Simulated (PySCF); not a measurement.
C4H4F2, SMILES FC1=CC[C@H]1F.

The structure is a stationary point at PBE-D3(BJ)/def2-SVP. The structure was generated by enumeration; whether it is a known compound was not checked.

Computed with M06-2X/def2-TZVP (PySCF).

Gas-phase values at a fixed geometry.

**Question.** Estimate the frontier levels, gap, dipole moment and polarisability. (Estimate from the structure and the level; the computed values follow.)

**Answer.** 
```json
{
  "highest_occupied_level": "-8.88 eV",
  "lowest_empty_level": "0.71 eV",
  "orbital_gap": "9.59 eV",
  "dipole_moment": "2.46 D",
  "quadrupole, principal values (traceless, Buckingham form, about the centre of nuclear charge)": "-3.95, 0.24, 3.71 D·Å",
  "mean_static_polarisability": "45.1 bohr³ (6.69 Å³)",
  "polarisability_principal_values": "35.9, 47.2, 52.4 bohr³"
}
```
